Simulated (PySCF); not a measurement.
Computed structure and properties of [Ce(H2O)4]3+

System: [Ce(H2O)4]3+ (singlet in the valence; each metal's 4f electrons, 1 of them, lie in its core potential, out of spins and levels); start: displaced along the imaginary mode (S4). Method: PySCF 2.14.0, RKS PBE0, Ce lcecp-1-SVP with ECP47, O def2-SVP, H def2-SVP; non-relativistic Hamiltonian with scalar-relativistic core potentials where named; density fitting; no spin-orbit coupling.

Input of the relaxation:

```python
mol = gto.M(atom='''
Ce    -0.00000     0.00000     0.00000
O      1.39112     1.39702     1.38928
H      1.96199     1.09988     2.17252
H      1.55521     2.39246     1.29003
O     -1.39112    -1.38928     1.39702
H     -1.55521    -1.29003     2.39246
H     -1.96199    -2.17252     1.09988
O      1.39112    -1.39702    -1.38928
H      1.55521    -2.39246    -1.29003
H      1.96199    -1.09988    -2.17252
O     -1.39112     1.38928    -1.39702
H     -1.96199     2.17252    -1.09988
H     -1.55521     1.29003    -2.39246''',
    basis={'Ce': 'lcecp-1-SVP', 'O': 'def2-SVP', 'H': 'def2-SVP'},
    ecp={'Ce': 'lcecp-1-SVP'},
    charge=3, spin=0)
mf = dft.RKS(mol, xc='PBE0')
mf.grids.atom_grid = (50, 194)  # f atoms: unpruned, at least (60, 302)
mf = mf.density_fit()  # fitting sets: Ce AutoAux, O def2-universal-JKFIT, H def2-universal-JKFIT
mf.conv_tol = 1e-08; mf.max_cycle = 55
mf.kernel(dm0)  # dm0: converged density of the start geometry
# quasi-Newton relaxation in Cartesian coordinates to a largest gradient under 0.00045 Eh/bohr, steps kept in the point group
```

Run from Python with OMP_NUM_THREADS=2; the lines above give its settings. Where DIIS fails, smearing, a level shift and second-order steps follow.
It took 2.7 min on 2 threads of Arm Neoverse V1, on a shared host, from the converged density of the start.

Course of the relaxation:

```
step  energy above end (eV)  largest force component within the symmetry (eV/Å)
   0                 0.2340                                               1.361
   1                 0.0289                                               0.142
   2                 0.0258                                               0.024
   3                 0.0244                                               0.094
   4                 0.0216                                               0.151
   5                 0.0165                                               0.170
   6                 0.0106                                               0.021
   7                 0.0085                                               0.092
  10                 0.0020                                               0.126
  11                 0.0010                                               0.071
  12                 0.0006                                               0.038
  13                 0.0002                                               0.026
  14                 0.0001                                               0.024
  15                 0.0000                                               0.012
```
(The steps between are left out.)

Relaxed geometry (S4):

```xyz
13

Ce    0.0001    0.0000    0.0000
O     1.4463    1.3940    1.3328
H     2.2413    1.1309    1.8466
H     1.3911    2.3632    1.4866
O    -1.4460   -1.3330    1.3940
H    -1.3913   -1.4864    2.3631
H    -2.2415   -1.8463    1.1308
O     1.4463   -1.3940   -1.3328
H     1.3911   -2.3632   -1.4866
H     2.2413   -1.1309   -1.8466
O    -1.4460    1.3330   -1.3940
H    -2.2415    1.8463   -1.1308
H    -1.3913    1.4864   -2.3631
```

```
      contact      Å
 Ce1–O2 (H2O)  2.411
 Ce1–O5 (H2O)  2.411
 Ce1–O8 (H2O)  2.411
Ce1–O11 (H2O)  2.411
```

On the finer grid (75, 302):

```
HOMO                                                          : -23.80 eV
LUMO                                                          : -15.16 eV
Dipole about the centre of mass                               : 0.00 D
Set of Mulliken populations of Ce1 outside the core potential : s 2.12, p 6.19, d 0.77, f 0.05
D3(BJ) dispersion energy (not in the energies)                : -0.180 eV
```

| atom | Mulliken (e) | Löwdin (e) | spin (e) |
| --- | --- | --- | --- |
| Ce1 | 1.87 | 1.51 | 0.00 |
| O2 | -0.34 | -0.01 | 0.00 |
| H3 | 0.31 | 0.19 | 0.00 |
| H4 | 0.31 | 0.19 | 0.00 |
| O5 | -0.34 | -0.01 | 0.00 |
| H6 | 0.31 | 0.19 | 0.00 |
| H7 | 0.31 | 0.19 | 0.00 |
| O8 | -0.34 | -0.01 | 0.00 |
| H9 | 0.31 | 0.19 | 0.00 |
| H10 | 0.31 | 0.19 | 0.00 |
| O11 | -0.34 | -0.01 | 0.00 |
| H12 | 0.31 | 0.19 | 0.00 |
| H13 | 0.31 | 0.19 | 0.00 |

The 4f levels lie in the core potential and are missing. Their spin isn't counted.

No frequency check is given for this geometry.

Taking off one H2O (charge 0, singlet; the rest: singlet) in vacuum, both parts rigid, costs 3.11 eV; the small basis without counterpoise inflates it. Parting with an electron moved from the ligand to the metal can be far cheaper, even downhill.

Rigid scan of H2O along the line from its metal:

```csv
distance to O2 (Å),energy (eV)
2.11,0.551
2.21,0.210
2.31,0.045
2.41,0.000
2.51,0.035
```

One start shape was tried, so this needn't be the lowest isomer.

An lcecp potential fixes the number of 4f electrons, so in runs with it no electron can move into or out of that shell.
